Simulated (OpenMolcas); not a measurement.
Pt2+ among 6 point charges of -1.7 e arranged as an octahedron (Oh).

```yaml
Program: OpenMolcas 26.06
Method: CASSCF
Basis: ANO-RCC-VDZP [7s6p4d2f]
Scalar_Hamiltonian: DKH2, point nucleus
Active_space: 8 electrons in 5 orbitals (5d)
State_averaging: 2S+1 = 3 even, 10 roots; 2S+1 = 1 even, 15 roots
Spin-orbit_coupling: RASSI with atomic mean-field integrals over the reference wave functions
```

All point charges move together. At R = 1.92 Å |10Dq| is 13367 cm-1, and at R = 2.1 Å it is 9178 cm-1.

Problem. A third run gives 17899 cm-1. What distance was it run at?

Solution. With a power law R^-n the two known points give n = -ln(9178 / 13367) / ln(2.1 / 1.92) = 4.20. Then R = 1.92 × (13367 / 17899)^(1/4.20) = 1.791 Å. The run was at 1.79 Å, so the estimate is off by +0.001 Å.

Without dynamic correlation the repulsion within the d shell is too large (B by tens of per cent), so at a given field states of lower spin stand too high. Real 4d8 and 5d8 ions are as a rule square planar and diamagnetic. This is an electrostatic model: the charges have no orbitals. No measured value stands beside these numbers.
